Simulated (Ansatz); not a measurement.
`CO[SiH2]OC(C)=O`, charge 0, multiplicity 1.

Task: Give a relaxed structure at PBE0-D4/def2-TZVP (Ansatz). (An estimate is asked.)

Result: Computed: 
```xyz
15

C    -1.542    1.667   -1.652
O    -0.690    2.057   -0.598
Si    0.627    1.217   -0.137
O     0.037   -0.250    0.473
C     0.959   -1.093    0.953
C     0.381   -2.375    1.457
O     2.129   -0.805    0.959
H    -2.162    2.523   -1.925
H    -2.193    0.844   -1.344
H    -0.973    1.353   -2.536
H     1.272    2.005    0.926
H     1.485    0.915   -1.305
H    -0.350   -2.164    2.240
H    -0.151   -2.880    0.648
H     1.172   -3.014    1.842
```
This is one stationary point; other conformers may exist.
